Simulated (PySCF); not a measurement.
CdH4SeSi, SMILES [SiH3][Cd][SeH]. Heavy atoms are numbered as in [Cd:1]([SeH:2])[SiH3:4]. Hydrogens are named by the atom that carries them.

Geometry: B3LYP-D3(BJ)/def2-SVP. The def2 effective core potentials stand for the cores of Cd; spin–orbit coupling is left out. The values are those of a single conformer.

Computed with PBE/def2-TZVPD (PySCF).

Mulliken values depend strongly on the basis, most of all with diffuse functions as here. ESP charges are fitted to the potential on shells at 1.4 to 2.0 van der Waals radii. Atomic charges (e), one atom of each kind:

```json
[
 {"atom": "Cd1", "ESP fit": "0.38", "Mulliken": "0.36"},
 {"atom": "Se2 (SeH)", "ESP fit": "-0.35", "Mulliken": "-0.46"},
 {"atom": "H on Se2", "ESP fit": "0.09", "Mulliken": "0.13"},
 {"atom": "Si4 (SiH3)", "ESP fit": "-0.10", "Mulliken": "0.03"},
 {"atom": "H on Si4", "ESP fit": "-0.01", "Mulliken": "-0.02"}
]
```
